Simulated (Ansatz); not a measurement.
ScCl3: single points at one geometry.

```yaml
crystal:
  periodic: [false, false, false]
  atoms:
    - {symbol: Sc, position_ang: [0.003551, 0.000604, 0.001377]}
    - {symbol: Cl, position_ang: [0.099320, -0.912751, 2.075457]}
    - {symbol: Cl, position_ang: [-0.031151, -1.341577, -1.827026]}
    - {symbol: Cl, position_ang: [-0.071720, 2.253725, -0.249798]}
basis:
  gaussian: {orbitals: def2-SVP, initial_orbitals: start.molden}
hamiltonian: {xc: pbe, dispersion: d4}
scf: {omitted_lower_state_checks: [starts]}
output: {orbitals: {seedname: orbitals}}
```

The file start.molden holds the orbitals of an earlier run on this structure, at another level or in another basis.

```sh
$ ansatz run in.yaml --threads 2 --pin off --events-out ev --progress --plain --max-ram 4352MiB
```

Shortened log:

```
Functional definition: PBE
967 factors; their error is unknown
mean field evaluation 1: about -58238.6970 eV, gradient 1.0e1 eV
mean field evaluation 2: about -58238.9775 eV, gradient 5.8e-1 eV
mean field evaluation 4: about -58238.9405 eV, gradient 2.9e-2 eV
mean field -58238.94054312 eV, -2140.2415891879 hartree, gradient 8.0e-6 eV, S^2 0.000000; 0 other end points of the search recorded, 0 dependent functions left out
reference -58238.94064748 eV, -2140.2415930230 hartree; 36, 36 occupied and 49, 49 virtual orbitals, 967 factors
Total energy: -58239.06121926 eV, -2140.2460239543 hartree
Checks for a lower state left out: starts
```

It took 1.8 s on 2 threads of Arm Neoverse V1 on a shared host.

As the first input, with `gaussian: {orbitals: "def2-QZVPP.json", initial_orbitals: start.molden}`, `correlation: {method: mp2}` and without the key `hamiltonian` (abridged; 15 s):

```
Functional definition: HF
mean field -58195.18153530 eV, -2138.6334753113 hartree, gradient 3.9e-6 eV, S^2 0.000000
20 core orbitals not correlated: weight in the atoms' cores, before any rotation towards them, 1.000 or more for the frozen orbitals, at most 0.000 for the correlated occupied ones
second order -25.85716276 eV of doubles, -0.00000000 eV of singles
Total energy: -58221.03869806 eV, -2139.5837085161 hartree
Checks for a lower state left out: starts
```

First input, but with `gaussian: {orbitals: def2-TZVP, initial_orbitals: start.molden}`, `hamiltonian: {xc: {text: "exchange = 0.65*pbe_x + 0.35*exact_x\ncorrelation = pbe_c"}}` (abridged; 4.3 s):

```
Functional definition: unnamed
mean field -58260.02402341 eV, -2141.0163927976 hartree, gradient 9.9e-6 eV, S^2 0.000000
Total energy: -58260.02405497 eV, -2141.0163939574 hartree
Checks for a lower state left out: starts
```

First input, but with `gaussian: {orbitals: def2-TZVP, initial_orbitals: start.molden}`, `hamiltonian: {xc: pbe0, dispersion: d4}`, `output: {forces: true, orbitals: {seedname: orbitals}}` (abridged; 6.5 s):

```
Functional definition: PBE0
mean field -58258.42702977 eV, -2140.9577043640 hartree, gradient 2.3e-5 eV, S^2 0.000000
Total energy: -58258.53357767 eV, -2140.9616199269 hartree
Atom 0 force    -0.002530    -0.003110    -0.008314 eV/Å
Atom 1 force     0.001012    -0.000429     0.006515 eV/Å
Atom 2 force     0.000799    -0.001677    -0.000769 eV/Å
Atom 3 force     0.000719     0.005216     0.002568 eV/Å
Dipole moment:     0.006002     0.000808     0.001659 e Å
Checks for a lower state left out: starts
```

First input, but with `gaussian: {orbitals: def2-TZVP, initial_orbitals: start.molden}`, `hamiltonian: {xc: lda}` (abridged; 1.5 s):

```
Functional definition: SPW92
mean field -58101.97458596 eV, -2135.2081831010 hartree, gradient 5.7e-6 eV, S^2 0.000000
Total energy: -58101.97463294 eV, -2135.2081848275 hartree
Checks for a lower state left out: starts
```

The first input with `gaussian: {orbitals: def2-TZVP, initial_orbitals: start.molden}`, `hamiltonian: {xc: pbe}`, `correlation: {method: rpa}` and without the key `output` (abridged; 6 s):

```
Functional definition: PBE
mean field -58254.65362853 eV, -2140.8190344261 hartree, gradient 1.6e-6 eV, S^2 0.000000
20 core orbitals not correlated: weight in the atoms' cores, before any rotation towards them, 1.000 or more for the frozen orbitals, at most 0.000 for the correlated occupied ones
Total energy: -58227.98391720 eV, -2139.8389406121 hartree
Checks for a lower state left out: starts
```

The first input with `gaussian: {orbitals: def2-TZVP, initial_orbitals: start.molden}`, `hamiltonian: {xc: {text: "exchange = 0.90*pbe_x + 0.10*exact_x\ncorrelation = pbe_c"}}` (abridged; 4 s):

```
Functional definition: unnamed
mean field -58256.12387598 eV, -2140.8730650233 hartree, gradient 6.1e-5 eV, S^2 0.000000
Total energy: -58256.12392146 eV, -2140.8730666947 hartree
Checks for a lower state left out: starts
```

Geometry: r2SCAN-D4/def2-SVP.

Correlated methods freeze 20 core orbitals; core or outer-core shells of Sc are correlated, in sets that lack core-valence functions. The structure comes from a short search, and lower isomers may exist.
